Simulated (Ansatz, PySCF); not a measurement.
This PySCF input computes a PBE/def2-TZVPD energy:

```python
from pyscf import gto, scf, dft

mol = gto.M(
    atom='''
    F    -1.46765236   -0.29091169    0.03213502
    C    -0.59791644    0.67053518   -0.01923397
    Cl    0.98802176   -0.08264740   -0.01022420
    ''',
    basis='def2-tzvpd',
    charge=0,
    spin=0,
    verbose=4,
)

mf = dft.RKS(mol, xc='pbe').density_fit(auxbasis='def2-universal-jkfit')
mf.grids.level = 3
mf.conv_tol = 1e-9
mf.max_cycle = 100
mf.max_memory = 1500
mf.kernel()
if not mf.converged:
    mf = mf.newton()
    mf.kernel(mf.make_rdm1())
mf.analyze()
```

Q: Write an input for the same energy in Ansatz (an electronic-structure program) and say what it gives.

A: 
Ansatz 0.2 input:
```yaml
crystal:
  periodic: [false, false, false]
  atoms:
    - {symbol: F, position_ang: [-1.46765236, -0.29091169, 0.03213502]}
    - {symbol: C, position_ang: [-0.59791644, 0.67053518, -0.01923397]}
    - {symbol: Cl, position_ang: [0.98802176, -0.08264740, -0.01022420]}
basis:
  gaussian:
    orbitals: def2-TZVPD
hamiltonian:
  xc: {name: PBE}
output: {forces: true}
```
It gives -597.79729 Eh, and PySCF -597.79733 Eh, a difference of 0.04 mEh, from the treatment of integrals and grids.
